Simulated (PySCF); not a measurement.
Two-component Hartree-Fock for Kr³⁺ (krypton, charge +3)

Start: [Ar] 3d10 4s1 4p4; 4s1/2 filled at m_j = +1/2; 4p1/2 filled at m_j = +1/2; 4p3/2 filled at m_j = -1/2, +1/2, +3/2. Calculated with PySCF 2.14 in x2c-TZVPall-2c: generalised Hartree-Fock with the X2C-1e Hamiltonian and a Gaussian nucleus; one run each with spin-orbit coupling (SO) switched off, then screened by Boettger's factors. This is a chosen level, not necessarily the ground level.

```csv
spinor shell,electrons,"ε, spin-free (eV)","ε, screened SO (eV)",weight of nominal j (screened SO),"rms radius, screened SO (bohr)"
1s1/2,2,-14447.4,-14446.9,1.000,0.0478
2s1/2,2,-2002.7,-2002.5,1.000,0.199
2p1/2,2,-1770.3,-1807.2,1.000,0.174
2p3/2,4,-1770.3,-1752.5,1.000,0.178
3s1/2,2,-346.79,-346.69,1.000,0.565
3p1/2,2,-270.50,-276.34,0.995,0.574
3p3/2,4,-270.50,-267.60,0.997,0.584
3d3/2,4,-143.66,-144.52,0.934,0.608
3d5/2,6,-143.66,-142.95,0.956,0.608
4s1/2,1,-72.526,-72.456,1.000,1.57
4p3/2,3,-50.265,-51.973,0.629,1.76
4p1/2,1,-50.265,-45.348,0.618,1.83
```

```tsv
quantity	spin-free	screened SO
E (hartree)	-2784.92825	-2785.10719
M_J	5/2	5/2
⟨J²⟩	8.757	8.758
⟨L²⟩	2.003	2.027
⟨S²⟩	3.754	3.741
```

Each row is a mean over spinors that exchange with the open shell spreads, by up to 1.801 eV (3s1/2).

Rows whose weight is well below 1 are mixtures of j = l ± 1/2: exchange outweighs spin-orbit coupling there, and the label is only the starting occupation.

Without spin-orbit coupling the j labels of p, d and f shells carry no meaning; the spin-free column gives the mean over the occupied spinors of each nl shell.
